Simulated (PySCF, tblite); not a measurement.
Isomers of C7H9O2 (doublet state), one GFN2-xTB conformer each. Single-point energies are computed at B3LYP/pcH-1 (PySCF, gas phase, no added dispersion term), electronic only. GFN2-xTB treats the open shell by occupation alone, and not every SCF solution was tested for stability.

Problem. Rank them by B3LYP/pcH-1 energy, lowest first (kcal/mol).
A. `[CH3:1][CH:2][C:3](=[O:4])[C:5](=[O:6])[CH:7]1[CH2:8][CH2:9]1` (doublet state) with C1–C2–C3–O4 12°, C2–C3–C5–O6 -20°, C3–C5–C7–C8 147°
B. `[CH2:1]=[C:2]([CH3:3])[C:4]1[CH2:5][O:6][CH2:7][C:8]1=[O:9]` (doublet state) with C1–C2–C4–C5 180°
C. `[CH3:1][C:2](=[O:3])[C:4]1[CH2:5][CH2:6][CH2:7][C:8]1=[O:9]` (doublet state) with C1–C2–C4–C5 -178°, C2–C4–C5–C6 -167°, C4–C5–C6–C7 -24°, C5–C6–C7–C8 25°, C6–C7–C8–O9 165°
D. `[O:1]=[C:2]1[CH:3][O:4][C@H:5]1[CH:6]1[CH2:7][CH2:8][CH2:9]1` (doublet state) with O4–C5–C6–C7 -59°, O1–C2–C3–O4 180°, C2–C3–O4–C5 -1°, C3–O4–C5–C6 -118°, C5–C6–C7–C8 130°
E. `[CH3:1][CH2:2][C:3](=[O:4])[C:5](=[O:6])[C@H:7]1[CH:8][CH2:9]1` (doublet state) with C1–C2–C3–O4 0°, C2–C3–C5–O6 -9°, C3–C5–C7–C8 139°

Solution. C (0.0), B (20.7), A (25.0), E (47.1), D (48.9).

As drawn, the highest has a four-membered ring, which the lowest lacks. Neighbours under 5.0 kcal/mol apart (C=C(C)[C]1COCC1=O and C[CH]C(=O)C(=O)C1CC1; CCC(=O)C(=O)[C@H]1[CH]C1 and O=C1[CH]O[C@H]1C1CCC1) can change places with a better method, another conformer or zero-point energy. GFN2-xTB itself gives, in the same order: 0.0, 11.1, 34.0, 57.7, 28.8. Both levels put the same isomer lowest; measured from each level's own lowest isomer, the values differ by up to 20.1 kcal/mol (O=C1[CH]O[C@H]1C1CCC1: 28.8 against 48.9).

Problem. What happens when harmonic zero-point energies from GFN2-xTB frequencies are added?

Solution. 
```
                  SMILES  ZPE (kcal/mol)  electronic (kcal/mol)  with ZPE (kcal/mol)
       CC(=O)[C]1CCCC1=O            89.2                    0.0                  0.0
       C=C(C)[C]1COCC1=O            88.3                   20.7                 19.9
    C[CH]C(=O)C(=O)C1CC1            88.0                   25.0                 23.8
CCC(=O)C(=O)[C@H]1[CH]C1            87.4                   47.1                 45.3
   O=C1[CH]O[C@H]1C1CCC1            90.6                   48.9                 50.3
```

The zero-point energies span 3.2 kcal/mol. The order is unchanged.
